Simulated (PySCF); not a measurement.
## Os⁵⁸⁺ (osmium, charge +58): Hartree-Fock from Schrödinger to Dirac-Coulomb-Breit

Occupied: 1s1/2, 2s1/2, 2p1/2, 2p3/2, 3s1/2, 3p1/2, 3p3/2. Hartree-Fock calculated with PySCF 2.14 in an even-tempered Gaussian basis (20 s from 7.7 bohr⁻², ratio 2.3; 16 p from 9.3 bohr⁻², ratio 2.3), Gaussian nucleus throughout. NR is non-relativistic, sf-X2C the spin-free one-electron X2C Hamiltonian, X2C adds the bare one-electron spin-orbit term, X2C-SNSO screens it by Boettger's factors, DC is four-component Dirac-Coulomb, and the Gaunt and Breit terms are added at first order (total energies over the DC spinors, levels after relaxing the spinors in that mean field). QED terms are absent. Levels marked empty are virtual spinors of this ion; the basis has s and p functions only, so 3d, which can lie below the n = 4 levels, is absent.

| Hamiltonian | E (hartree) | E − E(DC) (hartree) | CPU seconds |
| --- | --- | --- | --- |
| NR | -12807.9387 | 949.5683 | 0.61 |
| sf-X2C | -13728.8212 | 28.6858 | 0.45 |
| X2C | -13752.1566 | 5.3504 | 0.45 |
| X2C-SNSO | -13750.8451 | 6.6620 | 0.45 |
| DC | -13757.5070 | 0.0000 | 20 |
| DC+Gaunt | -13739.2273 | 18.2798 | 34 |
| DC+Breit | -13740.9954 | 16.5116 | 95 |

| level (eV) | NR | sf-X2C | X2C | X2C-SNSO | DC | DC+Gaunt | DC+Breit |
| --- | --- | --- | --- | --- | --- | --- | --- |
| 1s1/2 | -72230.4 | -78621.6 | -78597.3 | -78598.7 | -78696.6 | -78421.6 | -78442.1 |
| 2s1/2 | -15500.4 | -17291.7 | -17284.5 | -17284.9 | -17298.9 | -17267.8 | -17270.2 |
| 2p1/2 | -15065.4 | -15624.5 | -16777.3 | -16741.1 | -16749.7 | -16699.2 | -16704.0 |
| 2p3/2 | -15065.4 | -15624.5 | -15167.0 | -15178.4 | -15189.1 | -15155.4 | -15160.2 |
| 3s1/2 | -6208.4 | -6748.1 | -6745.9 | -6746.1 | -6749.5 | -6742.0 | -6742.8 |
| 3p1/2 | -6021.7 | -6236.8 | -6531.5 | -6522.3 | -6524.6 | -6512.1 | -6513.7 |
| 3p3/2 | -6021.7 | -6236.8 | -6117.6 | -6120.6 | -6123.0 | -6114.6 | -6116.1 |
| 4s1/2 (empty) | -3226.4 | -3441.0 | -3440.5 | -3440.5 | -3441.7 | -3438.8 | -3439.2 |
| 4p1/2 (empty) | -3153.3 | -3248.4 | -3357.7 | -3354.3 | -3355.2 | -3350.5 | -3351.2 |
| 4p3/2 (empty) | -3153.3 | -3248.4 | -3203.9 | -3205.1 | -3205.9 | -3202.7 | -3203.3 |

```
interval (eV)    X2C  X2C-SNSO     DC  DC+Gaunt  DC+Breit
2p3/2 − 2p1/2   1610      1563   1561      1544      1544
3p3/2 − 3p1/2  413.9     401.7  401.6     397.6     397.5
4p3/2 − 4p1/2  153.8     149.3  149.3     147.8     147.8
```

Weight of the small component: 1s1/2 0.0826, 2s1/2 0.0192, 2p1/2 0.0191, 2p3/2 0.0173, 3s1/2 0.00725, 3p1/2 0.00714, 3p3/2 0.00666, 4s1/2 0.00354, 4p1/2 0.00351, 4p3/2 0.00332.

Koopmans' value for the highest occupied level at DC+Breit: 6116.1 eV, against an ionisation energy of 6115 ± 6 eV (theoretical estimate listed by NIST; NIST Atomic Spectra Database, ionization energies); the former lacks relaxation, correlation, QED and recoil.

The whole ladder took 160 s of wall time on 1 thread of Neoverse-V1 (shared host), launched as `OMP_NUM_THREADS=1 python relrun2.py TASK.json OUT` (a driver that calls PySCF for each Hamiltonian).

Dirac-Coulomb iterations, started from the X2C spinors:

```
with_ssss True, with_gaunt False, with_breit False
light speed = 137.03599967994
init E= -13663.5247804795
cycle= 1 E= -13757.503855496  delta_E=  -94  |g|= 3.71  |ddm|= 0.203
cycle= 2 E= -13757.5070403863  delta_E= -0.00318  |g|= 0.0587  |ddm|= 0.0159
cycle= 3 E= -13757.507045226  delta_E= -4.84e-06  |g|= 0.00211  |ddm|= 0.000943
cycle= 4 E= -13757.507045233  delta_E= -6.97e-09  |g|= 1.1e-05  |ddm|= 3.24e-05
```
